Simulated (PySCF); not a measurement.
# ²⁹Si chemical shifts

Theoretical values (PySCF 2.14): GFN2-xTB geometry, shielding tensors at PBE0/pcSseg-1 (GIAO). Equivalent nuclei averaged, no solvent model, a single conformation, relativity neglected.

Shieldings were converted by a linear fit to measured shifts: ²⁹Si: δ = 279.94 − 0.822σ (rms 8.9 ppm, 72 shifts, 25.8 ppm with the 6 outliers that the fit left out vs TMS, solution or neat liquid). Occasional misses reach two or three times the rms, and more in compound classes unlike the fitted ones.

Task: Give the ²⁹Si shifts of `C=C/C(=C\[SiH3])C(=O)F`, `C=C1CC(=O)[Si@@H]1CF`, `C=CCC1([SiH2]C[SiH3])CC1`, `CS[SiH2]SCS(C)(=O)=O`.

Result: 
```tsv
compound	environment	δ (ppm)
C=C/C(=C\[SiH3])C(=O)F	silicon bonded to C, 3 H	-77.6
C=C1CC(=O)[Si@@H]1CF	silicon bonded to 3 C, H, in a 4-membered ring	-21.0
[CH2:1]=[CH:2][CH2:3][C:4]1([SiH2:5][CH2:6][SiH3:7])[CH2:8][CH2:9]1	Si5: silicon bonded to 2 C, 2 H	-23.3
[CH2:1]=[CH:2][CH2:3][C:4]1([SiH2:5][CH2:6][SiH3:7])[CH2:8][CH2:9]1	Si7: silicon bonded to C, 3 H	-69.6
CS[SiH2]SCS(C)(=O)=O	silicon bonded to 2 S, 2 H	-24.4
```

Task: Order these by ²⁹Si shift, lowest first.
A. FC1=C[SiH2]OC=CC1
B. CC(=O)[C@@H]1C[C@@]1([SiH3])C=O
C. P[Si@H](Cl)C1=C(Cl)CC1
D. N#C[Si@@H](C=O)/C=C\C=O

Result: D (-78.1 ppm, silicon bonded to 3 C, H), B (-61.6 ppm, silicon bonded to C, 3 H), A (-31.1 ppm, silicon bonded to C, O, 2 H, in a 7-membered ring), C (-14.5 ppm, silicon bonded to C, Cl, P, H).
